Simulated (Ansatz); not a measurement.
Reaction (isomerisation): `FC1C=C1[SiH3]` → `FC1([SiH3])C=C1`

Gas-phase electronic energies from Ansatz, PBE0-D4/def2-TZVP geometries. CCSD(T)/CBS adds triple-zeta CCSD(T) − MP2 to the extrapolated MP2 energy (def2 sets, frozen cores). Functionals use def2-TZVPP. B3LYP here is the variant with VWN-RPA as its local correlation; programs differ in this.

```tsv
level	ΔE (kJ/mol)	difference from CCSD(T)/CBS
PBE-D4	31.9	-0.8
r2SCAN-D4	33.6	0.9
PBE0-D4	34.5	1.8
B3LYP-D4	33.7	1.0
ωB97M-V	31.7	-1.0
r2SCAN	33.7	1.0
PBE0	35.3	2.6
B3LYP	35.3	2.6
HF/def2-TZVPP	41.4	8.7
MP2/def2-TZVPP	36.0	3.3
SCS-MP2/def2-TZVPP	36.3	3.6
HF/def2-QZVPP	41.3	8.6
MP2/def2-QZVPP	34.6	1.9
SCS-MP2/def2-QZVPP	35.1	2.4
HF/CBS(def2)	41.3	8.6
CCSD/CBS(def2)	33.8	1.1
CCSD(T)/CBS	32.7	0
```

Largest T1 diagnostic among the species: 0.012.

In def2-TZVPP, CCSD(T) changes the Hartree–Fock value by −6.3 kJ/mol (the triples alone add −1.1 kJ/mol) and MP2 by −5.4 kJ/mol.
